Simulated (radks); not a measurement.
Task: These are the eigenvalues of the occupied orbitals of an atom or ion with whole-number occupations (eV). Method: Dirac Kohn-Sham, relativistic LDA (MacDonald-Vosko exchange, VWN5 correlation), spin-unpolarised, spherical densities, finite nucleus; Fermi nuclear charge, rms radius of each element as measured or else 0.836 A^(1/3) + 0.57 fm; computed with a radial shooting solver on a logarithmic mesh with Libxc functionals.

orbital  eigenvalue
1s1/2     -71027.03
2s1/2     -16754.45
2p1/2     -16421.05
2p3/2     -15164.14

Which element is it, and in what charge state? The configuration may be excited. Open shells, if any, fill j = l - 1/2 first.

Result: Z = 72, hafnium, charge +64: Hf64+ in [He] 2s2 2p4. The list shows which subshells hold electrons but not how many an open one holds; the 1s level, -2610.2 hartree, gives Z - s = 72.3 by -(Z - s)^2/2, which with screening and relativity narrows Z to a few neighbours, and the depths of the outer levels then fix element, charge and occupations together.
